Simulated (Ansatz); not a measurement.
Basis-set extrapolation for CH2AlFO (`F[CH]1[O][AlH]1`) (PBE0-D4/def2-TZVP geometry, frozen core, Ansatz). Multiplicity 1, RHF reference.

```json
{"": "HF", "def2-TZVPP": "-455.305775", "def2-QZVPP": "-455.322992"}
{"": "MP2 correlation", "def2-TZVPP": "-0.722038", "def2-QZVPP": "-0.782047"}
{"": "CCSD(T) correlation", "def2-TZVPP": "-0.763697", "def2-QZVPP": "not run"}
```

Energies in hartree. Use E(X) = E(∞) + A·exp(−7.88·√X) for Hartree–Fock and E(X) = E(∞) + B·X^(−2.97) for correlation, with X = 3 and 4, and add CCSD(T) minus MP2 of the smaller set to the MP2 limit.

Question: What is the CCSD(T) energy at the basis-set limit?

Answer: HF limit: -455.322992 + (-0.017217) × 0.13774 = -455.32536. MP2 limit: -0.782047 + (-0.060009) × 0.74074 = -0.82650. Higher-order term: -0.763697 − (-0.722038) = -0.04166. Total: -456.19352 hartree, 325.7 kJ/mol below CCSD(T)/def2-TZVPP.
